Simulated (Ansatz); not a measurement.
Consider the cleavage of the Si–In bond: `[SiH3][InH2]` + `[SiH3][NH][AlH][Cl]` → `[SiH3][N]([SiH3])[AlH][Cl]` + `[InH3]`.

Computed with Ansatz on PBE0-D4/def2-TZVP structures; ΔE is electronic, products minus reactants. CCSD(T)/CBS adds triple-zeta CCSD(T) − MP2 to the extrapolated MP2 energy (def2 sets, frozen cores). DFT in def2-TZVPP. B3LYP here is the variant with VWN-RPA as its local correlation; programs differ in this. HSE06 is defined as in plane-wave codes. Elements past krypton have def2 core potentials. For In outer-core shells are correlated without core-valence functions, which leaves a few kJ/mol of doubt a bond. Each species was taken in one conformer, which may not be the lowest.

```
             level  ΔE (kJ/mol)  difference from CCSD(T)/CBS
       LDA (SPW92)        -14.2                          9.3
            PBE-D4        -10.2                         13.3
           BLYP-D4        -20.5                          3.0
         r2SCAN-D4        -20.6                          2.9
            B97M-V        -26.7                         -3.2
           PBE0-D4        -15.6                          7.9
          B3LYP-D4        -23.3                          0.2
        r2SCANh-D4        -21.4                          2.1
        r2SCAN0-D4        -22.6                          0.9
          BHLYP-D4        -30.3                         -6.8
      CAM-B3LYP-D4        -27.2                         -3.7
           ωB97M-V        -27.6                         -4.1
            B2PLYP        -19.9                          3.6
          PBE-QIDH        -21.8                          1.7
            revPBE          2.1                         25.6
              BLYP         -4.8                         18.7
            r2SCAN        -18.6                          4.9
              PBE0         -9.1                         14.4
             B3LYP        -11.3                         12.2
           r2SCANh        -19.2                          4.3
           r2SCAN0        -20.2                          3.3
             HSE06         -9.0                         14.5
             BHLYP        -20.5                          3.0
         CAM-B3LYP        -20.4                          3.1
           LC-ωPBE        -19.8                          3.7
RPA@PBE/def2-TZVPP        -27.7                         -4.2
       HF/def2-SVP        -23.2                          0.3
      MP2/def2-SVP        -28.4                         -4.9
     CCSD/def2-SVP        -21.4                          2.1
  CCSD(T)/def2-SVP        -22.5                          1.0
     HF/def2-TZVPP        -28.2                         -4.7
    MP2/def2-TZVPP        -29.5                         -6.0
SCS-MP2/def2-TZVPP        -30.6                         -7.1
   CCSD/def2-TZVPP        -24.8                         -1.3
CCSD(T)/def2-TZVPP        -25.6                         -2.1
     HF/def2-QZVPP        -29.7                         -6.2
    MP2/def2-QZVPP        -28.8                         -5.3
SCS-MP2/def2-QZVPP        -29.9                         -6.4
      HF/CBS(def2)        -29.9                         -6.4
    CCSD/CBS(def2)        -22.6                          0.9
       CCSD(T)/CBS        -23.5                            0
```

Largest T1 diagnostic among the species: 0.014.

Leaving LDA and LC-ωPBE aside and taking each functional with its dispersion term where it has one, the values spread over 20.1 kJ/mol, from BHLYP-D4 to PBE-D4. LDA lies −11.5 kJ/mol from PBE without D4. From BLYP to BHLYP (50 % exact exchange), in def2-TZVPP and without D4, ΔE moves by −15.7 kJ/mol. The D4 term adds −12.0 kJ/mol with B3LYP and −6.5 kJ/mol with PBE0; it sums over pairs of atoms, weighted by their polarisabilities, and B3LYP, whose exchange is more repulsive, gets the larger term.
